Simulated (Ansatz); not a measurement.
Consider the formal exchange of groups at the Se–Al bond: `[Cl][Al]([Cl])[SeH]` + silanol → `O[SiH2][SeH]` + `[Cl][AlH][Cl]`.

Computed with Ansatz on PBE0-D4/def2-TZVP structures; ΔE is electronic, products minus reactants. CCSD(T)/CBS is the MP2 limit (def2-TZVPP, def2-QZVPP) plus CCSD(T) − MP2 in def2-TZVPP, frozen cores. This one scheme is used for every species. Functionals use def2-TZVPP. For Se outer-core shells are correlated without core-valence functions, which leaves a few kJ/mol of doubt a bond. Scalar relativity is left out up to krypton. One conformer a species, not always the lowest.

CCSD(T)/CBS gives +11.7 kcal/mol.

Another level gave +11.3 kcal/mol. Which?
A. revPBE/def2-TZVPP
B. B97M-V/def2-TZVPP
C. HF/def2-TZVPP
D. r2SCAN/def2-TZVPP

D. r2SCAN 11.3, revPBE 10.3, B97M-V 9.3, HF/def2-TZVPP 12.3 kcal/mol.

Largest T1 diagnostic among the species: 0.011.

From BLYP to BHLYP (50 % exact exchange), in def2-TZVPP and without D4, ΔE moves by +1.1 kcal/mol. Leaving LDA and LC-ωPBE aside and taking each functional with its dispersion term where it has one, the values, not all of them listed here, spread over 2.7 kcal/mol, from B97M-V to BHLYP-D4. At CCSD(T), def2-SVP lies +1.4 kcal/mol from the extrapolated value and def2-TZVPP +0.4 kcal/mol.
